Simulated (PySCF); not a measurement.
## Ag: ionisation energy

Ag [Kr] 4d10 5s1 (2S) → Ag+ [Kr] 4d10 (1S), as a difference of total energies. Calculation: PySCF 2.14, in ANO-RCC-VTZP (7s6p4d2f1g, 68 functions); the spin-free X2C one-electron Hamiltonian (Gaussian nucleus). Correlated levels: valence: [Kr] frozen. The calculations carry no spin-orbit coupling.

```json
{"method": "UHF", "ionisation energy (eV)": "6.374", "error (eV)": "-1.202"}
{"method": "MP2 (valence)", "ionisation energy (eV)": "7.443", "error (eV)": "-0.133"}
{"method": "SCS-MP2 (valence)", "ionisation energy (eV)": "7.288", "error (eV)": "-0.288"}
{"method": "CCSD (valence)", "ionisation energy (eV)": "7.343", "error (eV)": "-0.233"}
{"method": "CCSD(T) (valence)", "ionisation energy (eV)": "7.419", "error (eV)": "-0.157"}
```

Reference: 7.576 eV (measured; NIST Atomic Spectra Database, ionization energies).

Errors of the correlated levels include the incompleteness of this basis and the frozen core.
